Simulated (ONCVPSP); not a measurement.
**What one change does to a pseudopotential (Ta, ONCV)**

tantalum (Ta), optimised norm-conserving Vanderbilt (ONCV), made with ONCVPSP 4.0.1 (PW91, scalar-relativistic). Core [Kr] 4d10 4f14, reference 5s2 5p6 5d4 6s1. Waves: 5s+6s: rc 1.75 bohr, ncon 4, nbas 7, qcut 8.8 1/bohr, 2 projectors; 5p: rc 1.80 bohr, ncon 4, nbas 7, qcut 9.5 1/bohr, 2 projectors, debl 2.1 Ha; 5d: rc 2.25 bohr, ncon 4, nbas 9, qcut 6.5 1/bohr, 2 projectors, debl 1.5 Ha. Local part: polynomial inside 1.25 bohr (lpopt 5, dvloc0 1 Ha). Core correction: Teter function, fcfact 2.75, rcfact 1.

All-electron outer shells of the reference configuration (PW91, scalar-relativistic, ld1.x):

| shell | level (eV) | outermost node (bohr) | outermost maximum (bohr) |
| --- | --- | --- | --- |
| 5s | -71.38 | 0.54 | 0.98 |
| 5p | -37.89 | 0.58 | 1.13 |
| 4f | -23.07 | – | 0.44 |
| 6s | -5.01 | 1.33 | 2.81 |
| 5d | -2.69 | 0.65 | 1.62 |

Change: s: rc 2.38.

Cutoffs: the cutoffs (Ha) at which the residual kinetic energy of the hardest occupied pseudo-wave falls to 1 and 0.1 mHa per electron; they do not see the model core or the augmentation charge, which bear on the density cutoff. Errors are all-electron minus pseudo energies relative to the spin-unpolarised reference configuration.

Problem. What does the change do?

Solution. The potential gets neither clearly harder nor softer (25 Ha and 31 Ha → 25 Ha and 31 Ha); the p channel sets the loose cutoff, while the largest relative change is in s, which becomes softer; of the 4 tests that both files solve, the error grows in 1 and shrinks in 2 by more than 15 % and 0.3 meV (median size 1.4 → 1.1 meV); neither file shows a bound ghost.

```tsv
quantity	base	changed
cutoff, loose	25 Ha	25 Ha
cutoff, tight	31 Ha	31 Ha
loose cutoff by channel	s 24 Ha, p 25 Ha, d 13 Ha	s 14 Ha, p 25 Ha, d 13 Ha
bound ghosts	none	none
GHOST(+) flags under 300 eV	s at 206.7 eV	none
error for 5s2 5p6 5d3 6s2, meV [ΔE -2.09 eV]	+3.3	+1.1
error for 5s2 5p6 5d3 6s1, meV [ΔE 6.43 eV]	-0.2	-0.4
error for 5s2 5p6 5d3 6s0, meV [ΔE 21.47 eV]	+1.8	+1.1
error for 5s2 5p6 5d4 6s0, meV [ΔE 7.86 eV]	-1.0	-2.5
p: phases at 1.83 bohr within 0.05 rad from the reference energy up to (Ha; the scan ends near 5)	to the end of the scan	to the end of the scan
d: phases at 2.29 bohr within 0.05 rad from the reference energy up to (Ha; the scan ends near 5)	to the end of the scan	to the end of the scan
rms error of d²Exc/dni dnj with the model core, mHa	4.61	4.31
```
